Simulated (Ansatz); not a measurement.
`[GaH2][O][GeH3]` → `[OH][GaH2]` + `[GeH2]`  (germylene loss)

Program: Ansatz. Geometries: PBE0-D4/def2-TZVP. ΔE: electronic, gas phase. CCSD(T)/CBS is the MP2 limit (def2-TZVPP, def2-QZVPP) plus CCSD(T) − MP2 in def2-TZVPP, frozen cores. Functionals use def2-TZVPP. For Ga, Ge outer-core shells are correlated without core-valence functions, which leaves a few kJ/mol of doubt a bond. Scalar relativity is left out up to krypton.

CCSD(T)/CBS gives +197.6 kJ/mol.

Problem. Another level gave +179.5 kJ/mol. Which?
A. BLYP-D4/def2-TZVPP
B. revPBE-D4/def2-TZVPP
C. r2SCAN-D4/def2-TZVPP
D. CAM-B3LYP-D4/def2-TZVPP

Solution. B. revPBE-D4 179.5, r2SCAN-D4 209.9, CAM-B3LYP-D4 196.1, BLYP-D4 170.7 kJ/mol.

Largest T1 diagnostic among the species: 0.015.

From PBE to PBE0 (25 % exact exchange), in def2-TZVPP and without D4, ΔE moves by +12.2 kJ/mol. Leaving LDA and LC-ωPBE aside and taking each functional with its dispersion term where it has one, the values, not all of them listed here, spread over 45.3 kJ/mol, from BLYP-D4 to PBE-QIDH. LDA lies +40.0 kJ/mol from PBE without D4.

CCSD(T)/CBS has its own doubt, a few kJ/mol and more with outer-core shells, so smaller differences from it don't rank the levels.
